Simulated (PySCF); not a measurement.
Zn(SH)(SMe) (CH4S2Zn), SMILES C[S][Zn][SH]. Atoms are numbered in the order given.

```xyz
8

Zn    -0.1717     0.2064     0.2593
S     -1.6977     1.7504     0.4238
H     -2.6949     0.8412     0.5204
S      1.3587    -1.3268     0.0961
C      1.4595    -1.5136    -1.7215
H      0.5114    -1.8566    -2.1585
H      2.2203    -2.2832    -1.9135
H      1.7800    -0.5873    -2.2179
```
Charge 0, spin multiplicity 1.

Coordinates come from a PBE0-D3(BJ)/def2-SVP optimisation. The values are those of a single conformer.

All values below come from PySCF with PBE/pcSseg-1.

GIAO shieldings, no solvent; atoms alike by connectivity are averaged. δ = σ(ref) − σ: ³³S against H2S (σ = 706.5 ppm); ¹H against TMS (σ = 31.49 ppm); ¹³C against TMS (σ = 182.0 ppm), references at their B3LYP-D3(BJ)/def2-TZVP geometries, non-relativistic.

| nucleus | atoms | count | δ (ppm) |
|---|---|---|---|
| ³³S | S4 | 1 | 80.6 |
| ³³S | S2 | 1 | -36.9 |
| ¹H | H6, H7, H8 | 3 | 2.36 |
| ¹H | H3 | 1 | 0.17 |
| ¹³C | C5 | 1 | 13.8 |
